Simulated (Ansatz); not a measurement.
Molecule: sum formula AlBrF₂ (charge 0, singlet). SMILES: [F][Al]([F])[Br]
Geometry: optimised at B3LYP-D3(BJ)/def2-TZVP (Ansatz, an electronic-structure program).

Quantity: vertical ionisation energy (to the doublet state of charge +1; each state is the SCF solution reached for its spin), in eV. Cores are frozen in the correlated levels unless marked. UHF or UKS for open shells. No spin-orbit coupling. Frozen are the shells of the preceding noble gas and the d and f shells that filled before the atom's block. No relativistic terms. CBS marks a two-point X^-3 extrapolation of the correlation energy; Hartree-Fock from the larger set.

| level | program | vertical ionisation energy (eV) |
|---|---|---|
| HF/def2-SVPD | Ansatz | 11.06 |

**Question.** Predict the CCSD(T)/CBS(def2-TZVPPD,def2-QZVPPD) result (Ansatz).

**Answer.** 12.03 eV
